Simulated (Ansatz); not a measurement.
Born–Oppenheimer molecular dynamics of C3H9ClSi2 (15 atoms, charge 0, multiplicity 1). It starts from a relaxed structure.

These are results of RKS B3LYP-D4/STO-3G (Ansatz), not measurements.

| Property | Result |
| --- | --- |
| ensemble | NVE (velocity Verlet) |
| time step | 0.5 fs |
| steps asked | 272 |
| starting velocities drawn for | 500 K |
| seed | 182665 |

Frames 0.5 fs apart, positions in Å, forces in eV/Å.

Velocities at 95 fs (Å/ps):

```
C -1.23 -1.18 1.28
C 0.46 6.96 0.19
Cl -0.55 -2.08 -1.15
C -3.47 0.51 3.34
Si -1.32 4.31 -1.57
Si 3.67 -4.76 -1.39
H -11.57 9.78 12.01
H 15.56 4.33 21.05
H 11.35 7.22 -15.14
H 18.99 -4.88 7.63
H 9.31 -11.24 -9.75
H -16.23 6.37 -1.70
H -1.25 4.00 30.00
H -4.65 -19.31 6.42
H -17.17 14.58 14.97
```

```xyz
15
Properties=species:S:1:pos:R:3:forces:R:3 time_fs=95 energy_less_start_eV=0.454 T=232
C -1.930 0.229 0.472 -1.93 -0.97 -3.23
C -0.428 0.187 0.467 1.69 -0.22 0.93
Cl -0.069 0.326 2.353 0.55 -0.04 -0.44
C 0.190 -1.188 -0.083 -0.24 0.27 1.00
Si 1.927 -0.546 -0.612 0.20 -0.79 1.03
Si 0.774 1.336 -0.473 0.16 1.59 0.51
H -2.308 -0.500 1.191 -0.35 0.08 0.49
H -2.307 -0.158 -0.555 0.53 0.89 1.55
H -2.344 1.233 0.619 -0.12 0.08 0.36
H 0.075 -1.935 0.738 0.23 -0.12 -0.88
H -0.433 -1.448 -0.966 0.32 -0.30 0.38
H 2.960 -0.673 0.413 -0.40 -0.09 -0.17
H 2.442 -1.189 -1.788 -0.02 0.17 -0.43
H 0.148 1.625 -1.719 -0.28 0.42 -0.54
H 1.212 2.591 0.215 -0.35 -0.97 -0.55
15
Properties=species:S:1:pos:R:3:forces:R:3 time_fs=95.5 energy_less_start_eV=0.448 T=235
C -1.931 0.228 0.472 -1.78 -0.76 -2.83
C -0.428 0.190 0.467 1.62 -0.41 0.97
Cl -0.069 0.325 2.352 0.57 -0.02 -0.42
C 0.188 -1.188 -0.081 -0.14 0.24 0.90
Si 1.926 -0.544 -0.613 0.01 -0.75 1.26
Si 0.776 1.333 -0.474 0.14 1.82 0.63
H -2.314 -0.495 1.198 -0.28 0.15 0.42
H -2.299 -0.155 -0.543 0.36 0.72 1.17
H -2.338 1.236 0.611 -0.15 0.04 0.37
H 0.085 -1.937 0.741 0.18 -0.05 -0.92
H -0.428 -1.453 -0.971 0.32 -0.26 0.49
H 2.952 -0.670 0.412 -0.29 -0.10 -0.08
H 2.441 -1.187 -1.773 0.09 0.03 -0.72
H 0.145 1.616 -1.716 -0.30 0.44 -0.60
H 1.203 2.597 0.222 -0.36 -1.10 -0.64
15
Properties=species:S:1:pos:R:3:forces:R:3 time_fs=96 energy_less_start_eV=0.442 T=238
C -1.932 0.227 0.472 -1.57 -0.48 -2.24
C -0.427 0.194 0.468 1.52 -0.60 1.01
Cl -0.069 0.323 2.352 0.58 -0.01 -0.40
C 0.186 -1.187 -0.079 -0.01 0.24 0.79
Si 1.925 -0.542 -0.614 -0.18 -0.70 1.45
Si 0.778 1.331 -0.474 0.07 1.99 0.68
H -2.321 -0.490 1.205 -0.20 0.23 0.31
H -2.289 -0.150 -0.528 0.14 0.50 0.64
H -2.333 1.240 0.605 -0.17 -0.01 0.38
H 0.095 -1.940 0.741 0.12 -0.02 -0.91
H -0.422 -1.460 -0.974 0.31 -0.22 0.58
H 2.943 -0.667 0.411 -0.17 -0.10 0.04
H 2.441 -1.185 -1.761 0.20 -0.09 -0.98
H 0.142 1.608 -1.715 -0.29 0.46 -0.61
H 1.193 2.600 0.227 -0.35 -1.17 -0.70
15
Properties=species:S:1:pos:R:3:forces:R:3 time_fs=96.5 energy_less_start_eV=0.442 T=238
C -1.934 0.226 0.471 -1.32 -0.15 -1.48
C -0.426 0.197 0.468 1.40 -0.78 1.05
Cl -0.069 0.322 2.351 0.59 0.00 -0.38
C 0.184 -1.187 -0.077 0.15 0.27 0.65
Si 1.925 -0.540 -0.614 -0.36 -0.68 1.57
Si 0.780 1.329 -0.475 -0.03 2.12 0.65
H -2.328 -0.484 1.214 -0.11 0.31 0.18
H -2.280 -0.144 -0.511 -0.14 0.21 -0.03
H -2.328 1.244 0.600 -0.18 -0.07 0.37
H 0.106 -1.942 0.740 0.07 -0.02 -0.85
H -0.416 -1.467 -0.976 0.27 -0.18 0.62
H 2.933 -0.665 0.410 -0.05 -0.11 0.15
H 2.441 -1.183 -1.750 0.29 -0.20 -1.20
H 0.138 1.601 -1.715 -0.27 0.46 -0.58
H 1.183 2.601 0.230 -0.31 -1.18 -0.73
15
Properties=species:S:1:pos:R:3:forces:R:3 time_fs=97 energy_less_start_eV=0.452 T=232
C -1.935 0.225 0.470 -1.02 0.23 -0.60
C -0.425 0.200 0.469 1.25 -0.95 1.08
Cl -0.070 0.321 2.350 0.60 0.02 -0.36
C 0.183 -1.186 -0.074 0.33 0.32 0.51
Si 1.924 -0.538 -0.615 -0.52 -0.68 1.63
Si 0.781 1.327 -0.475 -0.17 2.20 0.55
H -2.336 -0.477 1.222 -0.02 0.39 0.04
H -2.271 -0.137 -0.494 -0.44 -0.11 -0.80
H -2.324 1.248 0.595 -0.18 -0.14 0.36
H 0.116 -1.945 0.736 0.01 -0.05 -0.74
H -0.409 -1.475 -0.976 0.20 -0.14 0.63
H 2.923 -0.662 0.409 0.08 -0.12 0.27
H 2.442 -1.181 -1.743 0.36 -0.27 -1.34
H 0.133 1.595 -1.717 -0.22 0.45 -0.51
H 1.171 2.599 0.232 -0.27 -1.13 -0.73
15
Properties=species:S:1:pos:R:3:forces:R:3 time_fs=97.5 energy_less_start_eV=0.472 T=220
C -1.937 0.224 0.469 -0.70 0.62 0.30
C -0.423 0.203 0.470 1.09 -1.12 1.10
Cl -0.070 0.320 2.349 0.61 0.03 -0.33
C 0.181 -1.186 -0.072 0.52 0.40 0.37
Si 1.923 -0.536 -0.615 -0.64 -0.73 1.61
Si 0.783 1.326 -0.476 -0.35 2.22 0.38
H -2.343 -0.470 1.231 0.06 0.44 -0.09
H -2.262 -0.131 -0.480 -0.74 -0.44 -1.58
H -2.320 1.251 0.592 -0.18 -0.20 0.35
H 0.127 -1.948 0.731 -0.04 -0.09 -0.60
H -0.401 -1.483 -0.975 0.12 -0.10 0.60
H 2.913 -0.660 0.409 0.21 -0.13 0.38
H 2.443 -1.180 -1.738 0.39 -0.30 -1.41
H 0.128 1.590 -1.720 -0.15 0.43 -0.40
H 1.159 2.594 0.232 -0.20 -1.03 -0.69
15
Properties=species:S:1:pos:R:3:forces:R:3 time_fs=98 energy_less_start_eV=0.494 T=208
C -1.939 0.224 0.468 -0.41 0.98 1.09
C -0.421 0.206 0.471 0.91 -1.28 1.11
Cl -0.070 0.319 2.349 0.62 0.04 -0.30
C 0.179 -1.185 -0.070 0.73 0.49 0.23
Si 1.922 -0.534 -0.615 -0.70 -0.82 1.51
Si 0.785 1.324 -0.476 -0.55 2.19 0.16
H -2.351 -0.461 1.240 0.14 0.47 -0.22
H -2.256 -0.126 -0.469 -0.99 -0.73 -2.24
H -2.317 1.254 0.589 -0.18 -0.24 0.32
H 0.138 -1.951 0.724 -0.09 -0.16 -0.43
H -0.393 -1.491 -0.972 0.02 -0.07 0.53
H 2.904 -0.658 0.410 0.31 -0.13 0.48
H 2.446 -1.180 -1.737 0.38 -0.28 -1.38
H 0.122 1.586 -1.724 -0.07 0.40 -0.26
H 1.147 2.587 0.231 -0.12 -0.87 -0.61
15
Properties=species:S:1:pos:R:3:forces:R:3 time_fs=98.5 energy_less_start_eV=0.505 T=201
C -1.942 0.223 0.467 -0.17 1.25 1.60
C -0.419 0.208 0.473 0.72 -1.42 1.11
Cl -0.070 0.318 2.348 0.63 0.05 -0.26
C 0.178 -1.185 -0.067 0.94 0.58 0.11
Si 1.921 -0.532 -0.615 -0.70 -0.95 1.35
Si 0.787 1.323 -0.477 -0.76 2.11 -0.10
H -2.358 -0.451 1.248 0.19 0.46 -0.31
H -2.252 -0.122 -0.463 -1.15 -0.92 -2.64
H -2.314 1.256 0.587 -0.19 -0.26 0.29
H 0.148 -1.955 0.716 -0.12 -0.23 -0.24
H -0.385 -1.499 -0.969 -0.09 -0.04 0.43
H 2.896 -0.657 0.412 0.40 -0.14 0.54
H 2.449 -1.180 -1.740 0.33 -0.21 -1.26
H 0.116 1.584 -1.728 0.02 0.36 -0.11
H 1.134 2.577 0.228 -0.03 -0.66 -0.51
15
Properties=species:S:1:pos:R:3:forces:R:3 time_fs=99 energy_less_start_eV=0.499 T=205
C -1.944 0.223 0.467 -0.03 1.39 1.74
C -0.417 0.210 0.474 0.53 -1.55 1.09
Cl -0.070 0.317 2.347 0.63 0.07 -0.22
C 0.177 -1.184 -0.065 1.14 0.66 0.01
Si 1.921 -0.531 -0.615 -0.63 -1.11 1.14
Si 0.789 1.322 -0.477 -0.99 1.97 -0.39
H -2.365 -0.441 1.255 0.23 0.41 -0.38
H -2.251 -0.121 -0.464 -1.19 -0.97 -2.68
H -2.311 1.258 0.586 -0.20 -0.26 0.26
H 0.158 -1.959 0.707 -0.15 -0.30 -0.05
H -0.377 -1.507 -0.964 -0.20 -0.01 0.31
H 2.889 -0.656 0.415 0.45 -0.14 0.58
H 2.454 -1.181 -1.745 0.25 -0.11 -1.08
H 0.111 1.582 -1.733 0.11 0.33 0.04
H 1.121 2.566 0.224 0.07 -0.39 -0.37
15
Properties=species:S:1:pos:R:3:forces:R:3 time_fs=99.5 energy_less_start_eV=0.475 T=219
C -1.946 0.223 0.467 0.01 1.40 1.47
C -0.415 0.212 0.476 0.33 -1.66 1.05
Cl -0.070 0.316 2.346 0.64 0.08 -0.17
C 0.176 -1.183 -0.062 1.32 0.71 -0.06
Si 1.920 -0.529 -0.614 -0.51 -1.30 0.91
Si 0.790 1.321 -0.478 -1.22 1.78 -0.69
H -2.371 -0.429 1.262 0.24 0.33 -0.40
H -2.252 -0.121 -0.471 -1.10 -0.88 -2.35
H -2.309 1.259 0.585 -0.21 -0.22 0.22
H 0.168 -1.964 0.699 -0.18 -0.35 0.13
H -0.370 -1.516 -0.958 -0.32 0.02 0.18
H 2.882 -0.655 0.420 0.47 -0.14 0.57
H 2.458 -1.183 -1.753 0.15 0.02 -0.83
H 0.105 1.580 -1.738 0.19 0.29 0.19
H 1.108 2.554 0.219 0.18 -0.09 -0.21
15
Properties=species:S:1:pos:R:3:forces:R:3 time_fs=100 energy_less_start_eV=0.448 T=234
C -1.948 0.223 0.467 -0.02 1.29 0.86
C -0.413 0.214 0.478 0.13 -1.75 1.00
Cl -0.069 0.315 2.346 0.65 0.09 -0.11
C 0.175 -1.182 -0.060 1.49 0.72 -0.11
Si 1.919 -0.528 -0.614 -0.34 -1.50 0.69
Si 0.792 1.321 -0.478 -1.44 1.56 -0.99
H -2.376 -0.416 1.267 0.23 0.21 -0.39
H -2.256 -0.124 -0.484 -0.91 -0.67 -1.71
H -2.307 1.259 0.585 -0.23 -0.16 0.18
H 0.177 -1.970 0.690 -0.19 -0.37 0.28
H -0.363 -1.524 -0.952 -0.42 0.05 0.05
H 2.877 -0.655 0.426 0.46 -0.14 0.53
H 2.463 -1.184 -1.763 0.04 0.17 -0.56
H 0.100 1.580 -1.742 0.27 0.26 0.32
H 1.096 2.542 0.213 0.29 0.25 -0.03
15
Properties=species:S:1:pos:R:3:forces:R:3 time_fs=100.5 energy_less_start_eV=0.434 T=242
C -1.950 0.223 0.467 -0.08 1.11 0.07
C -0.410 0.215 0.481 -0.06 -1.83 0.93
Cl -0.069 0.314 2.345 0.66 0.10 -0.05
C 0.174 -1.181 -0.057 1.63 0.67 -0.13
Si 1.917 -0.526 -0.614 -0.14 -1.70 0.49
Si 0.793 1.320 -0.479 -1.65 1.33 -1.26
H -2.381 -0.403 1.272 0.21 0.07 -0.35
H -2.263 -0.129 -0.501 -0.66 -0.40 -0.90
H -2.306 1.259 0.585 -0.25 -0.08 0.14
H 0.186 -1.976 0.683 -0.20 -0.34 0.38
H -0.358 -1.532 -0.946 -0.51 0.09 -0.07
H 2.873 -0.655 0.433 0.42 -0.13 0.45
H 2.469 -1.185 -1.774 -0.08 0.31 -0.28
H 0.096 1.580 -1.746 0.34 0.22 0.42
H 1.084 2.531 0.207 0.39 0.58 0.15
```

Of the whole run (136 fs, mean temperature of the second half 247 K): The conserved energy stayed within 0.29 meV per atom of its start (net change 0.14 meV per atom), so the integration is sound. Over the second half the temperature averaged 0.49 of the 500 K drawn at the start: a run that starts near a minimum puts about half its kinetic energy into the potential. A run of 0.14 ps of so small a system gives no equilibrium averages. Limits of this set-up: minimal basis.

Time of the run: 19 min on 1 thread of Intel(R) Xeon(R) Platinum 8259CL CPU @ 2.50GHz (Skylake/Cascade Lake), with other jobs on the host, peak memory 0.14 GiB.
